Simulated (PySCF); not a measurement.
CH4Si, SMILES [SiH2]=C (connectivity only; charge and spin as stated), charge +1, multiplicity 2. Geometry: B3LYP-D3(BJ)/def2-TZVP. The spin state was assumed, not searched.

The numbers are results of PySCF 2.14.0 with B3LYP-D3(BJ)/def2-TZVP, not measurements.

Harmonic wavenumbers (cm⁻¹): 349, 511, 642, 808, 843, 859, 951, 1405, 2305, 2357, 3126, 3227. Rotational constants (GHz): 101.3, 13.64, 12.02; symmetry number 2.

Problem. Work out the zero-point energy and the ideal-gas rigid-rotor harmonic-oscillator thermochemistry at 298.15 K and 1 atm.

Solution. ZPE = ½ Σ hcν = ½ × 17383 cm⁻¹ = 24.85 kcal/mol. H − E(el) = 27.83 kcal/mol. Entropy in cal/(mol K): translation 37.28, rotation 19.12, vibration 2.86, spin 1.38, total 60.64. G − E(el) = 9.75 kcal/mol. Cp = 14.02 cal/(mol K).
